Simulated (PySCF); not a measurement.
```xyz
4
charge 0 multiplicity 3, angstrom
Pr    0.0000    0.0000   -0.0138
H     1.9254    0.0000    0.6416
H    -0.9627    1.6675    0.6416
H    -0.9627   -1.6675    0.6416
```

Level of theory: PySCF, UPBE0, basis Pr def2-SVP with ECP28, H def2-SVP (scalar-relativistic core potentials, no spin–orbit coupling, density fitting).

This geometry of PrH₃ is a stationary point at this level.

Q: What is the point group?

A: C3v.

Q: Is it a minimum?

A: Yes: all harmonic wavenumbers are real.

Q: List the harmonic modes with their infrared intensities.

A: 
| ω (cm⁻¹) | IR (km/mol) |
| --- | --- |
| 340 | 442 |
| 508 | 126 |
| 542 | 102 |
| 1373 | 1065 |
| 1374 | 1067 |
| 1467 | 139 |

Q: Give the atomic charges and bond orders.

A: 
| atom | Mulliken | Löwdin | polar tensor | spin (Mulliken) | Mayer order to Pr1 |
| --- | --- | --- | --- | --- | --- |
| Pr1 | 0.93 | 0.67 | 1.68 | 2.06 | – |
| H2,3,4 | -0.31 | -0.22 | -0.56 | -0.02 | 0.90 |

The spin densities have lower symmetry than the nuclear frame, so modes carry no symmetry labels and degenerate sets may split. This need not be the most stable arrangement of these atoms. With open d or f shells other occupations or spin states may lie lower. The pruned grid is coarse for the open f shell: energies are uncertain by about 2 kJ/mol and soft modes are noisy. With an element this heavy the missing spin–orbit coupling can shift these numbers.
